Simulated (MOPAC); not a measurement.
A run for MOPAC: AM1 on CH3FSi (SMILES C[Si]F), a point of a torsion scan.

```
AM1 1SCF PRECISE CHARGE=0 THREADS=1
CH3FSi

C     -0.54689334 1    -0.02882035 1     0.00445324 1
Si     1.17677683 1    -0.84791656 1    -0.08032791 1
F      0.82936975 1    -2.08883286 1     0.95383265 1
H     -0.78779555 1     0.26972783 1     1.02583143 1
H     -1.32515819 1    -0.72062155 1    -0.32124222 1
H     -0.61170241 1     0.85858325 1    -0.62179556 1
```

The log:

```
*******************************************************************************
 **                                                                           **
 **                              MOPAC v23.2.5                                **
 **                                                                           **
 *******************************************************************************
 ** MOPAC's Digital Object Identifier: https://doi.org/10.5281/zenodo.6511958 **
 **                                                                           **
 ** Please cite the open-source release paper for use of this MOPAC version:  **
 ** J. E. Moussa and J. J. P. Stewart (2026)                                  **
 ** MOPAC: An open-source semiempirical molecular orbital program             **
 ** J. Open Source Softw., 11(119), 8025, https://doi.org/10.21105/joss.08025 **
 *******************************************************************************

                              AM1 CALCULATION RESULTS

 *******************************************************************************
 *  AM1        - The AM1 Hamiltonian to be used
 *
 *
 *
 *                 CHARGE ON SYSTEM = 0
 *
 *
 *
 *  PRECISE    - TIGHTER CRITERIA TO BE USED
 *  1SCF       - DO 1 SCF AND THEN STOP
 *  THREADS=1  - MULTI-THREADING NOT USED
 *  T=         - A TIME OF 172800.0 SECONDS REQUESTED
 *  DUMP=N     - RESTART FILE WRITTEN EVERY 7200.0 SECONDS REQUESTED
 *******************************************************************************
AM1 1SCF PRECISE CHARGE=0 THREADS=1
 CH3FSi

   ATOM   CHEMICAL          X               Y               Z
  NUMBER   SYMBOL      (ANGSTROMS)     (ANGSTROMS)     (ANGSTROMS)

     1       C         -0.54689334  *  -0.02882035  *   0.00445324  *
     2      Si          1.17677683  *  -0.84791656  *  -0.08032791  *
     3       F          0.82936975  *  -2.08883286  *   0.95383265  *
     4       H         -0.78779555  *   0.26972783  *   1.02583143  *
     5       H         -1.32515819  *  -0.72062155  *  -0.32124222  *
     6       H         -0.61170241  *   0.85858325  *  -0.62179556  *



          CARTESIAN COORDINATES

    NO.       ATOM           X           Y           Z

     1         C         -0.5469     -0.0288      0.0045
     2        Si          1.1768     -0.8479     -0.0803
     3         F          0.8294     -2.0888      0.9538
     4         H         -0.7878      0.2697      1.0258
     5         H         -1.3252     -0.7206     -0.3212
     6         H         -0.6117      0.8586     -0.6218

  H: (AM1): M.J.S. DEWAR ET AL, J. AM. CHEM. SOC. 107 3902-3909 (1985)
  C: (AM1): M.J.S. DEWAR ET AL, J. AM. CHEM. SOC. 107 3902-3909 (1985)
  F: (AM1): M.J.S. DEWAR AND E. G. ZOEBISCH, THEOCHEM, 180, 1 (1988).
 Si: (AM1): M.J.S.DEWAR, C. JIE, ORGANOMETALLICS, 6, 1486-1490 (1987).

           Empirical Formula: C H3 Si F  =     6 atoms



      MOLECULAR POINT GROUP   :   Cs


      RHF CALCULATION, NO. OF DOUBLY OCCUPIED LEVELS = 9


 -------------------------------------------------------------------------------
 AM1 1SCF PRECISE CHARGE=0 THREADS=1
 CH3FSi



     1SCF WAS SPECIFIED, SO BFGS WAS NOT USED
     SCF FIELD WAS ACHIEVED


                              AM1 CALCULATION
                                                       MOPAC v23.2.5 Linux




          FINAL HEAT OF FORMATION =        -58.83098 KCAL/MOL =    -246.14882 KJ/MOL


          COSMO AREA              =         99.57 SQUARE ANGSTROMS
          COSMO VOLUME            =         87.54 CUBIC ANGSTROMS

          IONIZATION POTENTIAL    =          7.951745 EV
          HOMO LUMO ENERGIES (EV) =         -7.952 -0.757
          NO. OF FILLED LEVELS    =          9
          MOLECULAR WEIGHT        =         62.1186         POINT GROUP:  Cs

          MOLECULAR DIMENSIONS (Angstroms)

            Atom       Atom       Distance
            H     6    F     3     3.63958
           Si     2    H     5     2.21330
            H     4   Si     2     1.61046


          SCF CALCULATIONS        =          1





   ATOM   CHEMICAL          X               Y               Z
  NUMBER   SYMBOL      (ANGSTROMS)     (ANGSTROMS)     (ANGSTROMS)

     1       C         -0.54689334  *  -0.02882035  *   0.00445324  *
     2      Si          1.17677683  *  -0.84791656  *  -0.08032791  *
     3       F          0.82936975  *  -2.08883286  *   0.95383265  *
     4       H         -0.78779555  *   0.26972783  *   1.02583143  *
     5       H         -1.32515819  *  -0.72062155  *  -0.32124222  *
     6       H         -0.61170241  *   0.85858325  *  -0.62179556  *

                             CARTESIAN COORDINATES

   1    C       -0.546893340    -0.028820350     0.004453240
   2   Si        1.176776830    -0.847916560    -0.080327910
   3    F        0.829369750    -2.088832860     0.953832650
   4    H       -0.787795550     0.269727830     1.025831430
   5    H       -1.325158190    -0.720621550    -0.321242220
   6    H       -0.611702410     0.858583250    -0.621795560


           Empirical Formula: C H3 Si F  =     6 atoms



      MOLECULAR POINT GROUP   :   Cs


                  EIGENVALUES
 -47.38312 -28.74116 -16.20525 -14.86527 -14.72361 -13.51752 -13.42182 -11.70441
  -7.95175  -0.75692   1.76121   2.94607   4.48691   4.60708   5.43566


              NET ATOMIC CHARGES AND DIPOLE CONTRIBUTIONS

  ATOM NO.   TYPE          CHARGE      No. of ELECS.   s-Pop       p-Pop
    1          C          -0.645276        4.6453     1.28274     3.36253
    2         Si           0.812365        3.1876     1.51839     1.66925
    3          F          -0.436821        7.4368     1.88587     5.55095
    4          H           0.090362        0.9096     0.90964
    5          H           0.090315        0.9097     0.90969
    6          H           0.089055        0.9109     0.91095
 DIPOLE           X         Y         Z       TOTAL
 POINT-CHG.     3.368     1.335    -2.289     4.285
 HYBRID        -3.758    -0.625     1.929     4.270
 SUM           -0.390     0.710    -0.359     0.886


          ATOMIC ORBITAL ELECTRON POPULATIONS

     Atom    s        px        py        pz
    1  C   1.28274   1.22709   1.09138   1.04406
    2 Si   1.51839   0.91172   0.36242   0.39511
    3  F   1.88587   1.94438   1.80124   1.80534
    4  H   0.90964
    5  H   0.90969
    6  H   0.91095

 **********************
 *                    *
 * JOB ENDED NORMALLY *
 *                    *
 **********************




 == MOPAC DONE ==
```

The run finished.

Cost: around 0.020 core-seconds (rough).
